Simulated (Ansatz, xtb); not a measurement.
Two structures of CClF3Si

Structure a is a triplet given by its coordinates and structure b is a singlet given by its coordinates. Both are isolated molecules in the gas phase, relaxed with r2SCAN-D4/def2-SVP.

a (Å):

```xyz
6

C    -1.3796   -1.2440    1.0564
Cl   -2.2859   -2.9474   -1.5023
F    -2.2634   -1.6180    1.9358
F     0.1211   -1.1778   -1.2474
F    -2.1601    0.0070   -1.3903
Si   -1.4049   -1.2667   -0.7681
```

Close contacts (Å): C1–F3 1.30, C1–Si6 1.82, Cl2–Si6 2.03, F4–Si6 1.60, F5–Si6 1.61.

b (Å):

```xyz
6

C    -1.8272   -2.7692   -0.4981
Cl   -2.1221   -2.9222   -2.1500
F    -2.5340   -0.5900    1.1143
F     0.0121   -1.0294    0.7013
F    -1.4204    0.1534   -1.1002
Si   -1.4367   -0.9952    0.0212
```

Close contacts (Å): C1–Cl2 1.68, C1–Si6 1.89, F3–Si6 1.60, F4–Si6 1.60, F5–Si6 1.61.

Question: Estimate which is lower in electronic energy at CCSD(T)/def2-SVP + ΔMP2/def2-TZVPP, and by roughly how much.

Answer: The CCSD(T)/def2-SVP + ΔMP2/def2-TZVPP calculation puts structure b lower, by 62.7 kJ/mol.

The same difference at several levels:

| level | geometry | E(b) − E(a) (kJ/mol) | departure from the last row (kJ/mol) | job, with rough time for the two |
| --- | --- | --- | --- | --- |
| r2SCAN-D4/def2-SVP | r2SCAN-D4/def2-SVP | +18.7 | +81.5 | optimisation, 2.8 min |
| HF/def2-SVP | r2SCAN-D4/def2-SVP | +70.0 | +132.7 | part of the CCSD(T) run |
| MP2/def2-SVP | r2SCAN-D4/def2-SVP | −10.2 | +52.5 | part of the CCSD(T) run |
| CCSD(T)/def2-SVP | r2SCAN-D4/def2-SVP | −22.8 | +40.0 | single point |
| CCSD(T)/def2-SVP + ΔMP2/def2-TZVPP | r2SCAN-D4/def2-SVP | −62.7 |  | single point, 81 s |

r2SCAN-D4/def2-SVP, HF/def2-SVP put the two in the other order. The largest departure from CCSD(T)/def2-SVP + ΔMP2/def2-TZVPP is that of HF/def2-SVP, 132.7 kJ/mol. At CCSD(T)/def2-SVP + ΔMP2/def2-TZVPP a triplet with the links of b lies below this singlet. Levels run at GFN2-xTB geometries aren't shown. The last row adds to CCSD(T) the change of the MP2 difference between the two basis sets, here −40.0 kJ/mol, a large step that makes the value less sure. The triplet state of a needn't be its ground state.

With harmonic frequencies from r2SCAN-D4/def2-SVP (ideal gas, rigid rotor, one conformer each, 400 K, 1 atm): on the last row, ΔE + ΔZPE = −63.8 kJ/mol. A mode under 50 cm⁻¹ makes harmonic enthalpies and free energies unreliable, so none is given.

Open shells are spin-unrestricted. The correlated steps freeze 14 core orbitals. ΔG holds the spin degeneracy. Programs: Ansatz 0.2.0; the last row on 1 thread of Intel(R) Xeon(R) Platinum 8259CL CPU @ 2.50GHz (Skylake/Cascade Lake) on a shared host.
